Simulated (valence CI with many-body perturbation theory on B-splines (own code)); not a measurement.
## Zr VIII: calculated level list

Calculated by relativistic CI+MBPT: five valence electrons over a frozen Dirac-Fock core [Ar] 3d10, radial functions for each j: 11 s, 11 p, 10 d, 8 f, 5 g, 2 h, with the one-electron correlation potential Σ1 (screened to all orders), the two-electron term Σ2, the three-electron term Σ3, Breit, model QED; selected single and double excitations, second order for the rest, scaled by the run's own slope (own B-spline code, finite nucleus).

No measured levels were compared; by estimate levels hold to about 250 cm⁻¹ or 0.2 % of their energy and the worst to 1 %, as in measured heavy ions of charge 2 to 7; those with d or f electrons hold less well. Among the levels kept, up to 3100 cm⁻¹ of a level comes from second order outside the variational space, and about a tenth of that is noise between levels of different J, which matters for small intervals.

Levels 91 to 135 of 172, with energies above the lowest level, 4s²4p³ ⁴S°_3/2. "Leading %" is the weight of the configuration and term that name the level; weights of strongly mixed levels are sums over their largest components and can fall short.

```tsv
No.	Configuration	Term	J	E (eV)	Leading %	g	Second component
91	4s4p³4d	⁴P°	1/2	67.747	75	2.222	11 % 4s4p³4d ²P°
92	4s²4p²5p	⁴D°	3/2	67.812	28	1.048	21 % 4s4p³4d ²D°
93	4s4p³4d	⁴D°	7/2	67.839	38	1.216	22 % 4s4p³4d ²G°
94	4s²4p²5p	²S°	1/2	67.917	44	1.161	40 % 4s²4p²5p ⁴D°
95	4s²4p²5p	⁴D°	3/2	67.996	41	1.042	35 % 4s4p³4d ²D°
96	4s4p³4d	²F°	7/2	68.055	25	1.110	24 % 4s4p³4d ²G°
97	4s4p³4d	²D°	5/2	68.129	34	1.221	15 % 4s4p³4d ⁴D°
98	4s4p³4d	²P°	1/2	68.462	35	0.748	20 % 4s4p³4d ⁴D°
99	4s4p³4d	⁴D°	5/2	68.499	58	1.342	6 % 4s²4p²4f ⁴D°
100	4s4p³4d	⁴D°	3/2	68.686	66	1.244	
101	4s4p³4d	²G°	9/2	68.781	57	1.124	19 % 4s²4p²4f ²G°
102	4s²4p²5p	²D°	3/2	68.836	25	1.206	17 % 4s²4p²5p ⁴P°
103	4s²4p²5p	⁴D°	5/2	68.999	80	1.358	
104	4s4p³4d	²P°	3/2	69.125	60	1.350	12 % 4p⁵ ²P°
105	4s4p³4d	⁴D°	1/2	69.273	42	0.329	21 % 4s4p³4d ²P°
106	4s4p³4d	²F°	5/2	69.369	53	0.999	10 % 4s²4p²5p ²D°
107	4s²4p²5p	⁴P°	1/2	69.524	77	2.409	9 % 4s²4p²5p ²S°
108	4s²4p²5p	²D°	3/2	69.559	39	1.400	36 % 4s²4p²5p ⁴S°
109	4s4p³4d	⁴D°	7/2	69.560	27	1.312	16 % 4s²4p²5p ⁴D°
110	4s²4p²5p	²D°	5/2	69.561	34	1.199	25 % 4s²4p²5p ⁴P°
111	4s²4p²5p	⁴D°	7/2	70.011	52	1.291	21 % 4s4p³4d ²F°
112	4s4p³4d	⁴D°	3/2	70.113	36	1.388	18 % 4s²4p²5p ⁴S°
113	4s4p³4d	⁴D°	5/2	70.186	52	1.335	18 % 4s²4p²4f ⁴D°
114	4s4p³4d	⁴D°	1/2	70.200	53	0.134	23 % 4s²4p²4f ⁴D°
115	4s²4p²5p	⁴P°	3/2	70.244	32	1.509	18 % 4s4p³4d ⁴D°
116	4s4p³4d	⁴D°	7/2	70.576	28	1.287	28 % 4s4p³4d ²F°
117	4s²4p²5p	²P°	3/2	70.860	68	1.225	20 % 4s²4p²5p ²D°
118	4s²4p²5p	⁴P°	5/2	71.050	35	1.282	29 % 4s²4p²5p ²D°
119	4s²4p²5p	²P°	1/2	71.286	58	0.784	10 % 4s²4p²5p ²S°
120	4s4p³4d	²D°	3/2	71.568	57	0.841	8 % 4s²4p²4f ²D°
121	4s4p³4d	²D°	5/2	71.609	27	0.982	15 % 4s²4p²4f ⁴G°
122	4s²4p²4f	⁴G°	5/2	71.812	17	0.932	16 % 4s4p³4d ²D°
123	4s²4p²5p	²F°	5/2	72.431	32	0.991	13 % 4s²4p²5p ²D°
124	4s²4p²4f	⁴G°	7/2	72.433	46	1.037	20 % 4s²4p4d² ⁴G°
125	4s²4p²5p	²D°	3/2	72.472	55	1.059	21 % 4s²4p²5p ²P°
126	4s²4p²5p	²D°	5/2	72.533	22	0.994	10 % 4s²4p²4f ⁴G°
127	4s4p³4d	²P°	1/2	72.605	62	0.671	10 % 4s²4p²5p ²P°
128	4s²4p²5p	²D°	5/2	72.757	60	1.115	18 % 4s²4p²5p ²F°
129	4s²4p²5p	²F°	7/2	72.785	58	1.179	14 % 4s²4p²5p ⁴D°
130	4s4p³4d	²F°	5/2	72.833	17	0.873	15 % 4s²4p²4f ⁴G°
131	4s4p³4d	²F°	7/2	73.010	32	1.138	16 % 4s²4p²4f ²F°
132	4s4p³4d	²D°	3/2	73.207	43	0.915	16 % 4s²4p²4f ²D°
133	4s²4p²4f	⁴G°	9/2	73.245	63	1.170	25 % 4s²4p4d² ⁴G°
134	4s4p³4d	²F°	7/2	73.323	53	1.158	12 % 4s²4p²4f ²F°
135	4s4p³4d	²P°	3/2	73.543	55	1.227	8 % 4s²4p²5p ²P°
```

Names give the largest LS component (configuration and term), which can be under half, so a name can repeat, a term be missing and a line seem to break the LS rules; names also repeat where a configuration has a term twice.

Where two levels of one J and parity lie close, their mixing, g and order are uncertain.
